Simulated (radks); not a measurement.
Q: These are the eigenvalues of the occupied orbitals of an atom or ion with whole-number occupations (eV). Method: scalar-relativistic Kohn-Sham, MS2 meta-GGA, spin-polarised, spherical densities, finite nucleus; meta-GGA in the generalised Kohn-Sham scheme; Fermi nuclear charge, rms radius of each element as measured or else 0.836 A^(1/3) + 0.57 fm; computed with a radial shooting solver on a logarithmic mesh with Libxc functionals.

1s up: -21971.46
1s down: -21971.46
2s up: -3171.817
2s down: -3171.533
2p up: -2836.807
2p down: -2836.558
3s up: -568.9434
3s down: -568.8621
3p up: -457.9202
3p down: -457.7441
3d up: -281.1369
3d down: -280.7326
4s up: -86.1902
4s down: -84.0962
4p up: -55.6960
4p down: -53.4092
4d up: -13.3657
4d down: -11.0905

Which element is it, and in what charge state? The configuration may be excited. Open shells, if any, are filled with parallel spins first.

A: Z = 44, ruthenium, charge +1: Ru+ in [Kr] 4d7. The list shows which subshells hold electrons but not how many an open one holds; the 1s level, -807.44 hartree, gives Z - s = 40.2 by -(Z - s)^2/2, which with screening and relativity narrows Z to a few neighbours, and the depths of the outer levels then fix element, charge and occupations together.
